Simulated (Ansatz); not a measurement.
Harmonic frequencies (cm⁻¹) at PBE0-D4/def2-TZVP from Ansatz: 614, 1100, 3843.

Task: Which molecule is it?
A. `[Cl][Y]`
B. `[Li][I]`
C. `[Si]Br`•
D. `OI`

Result: D.
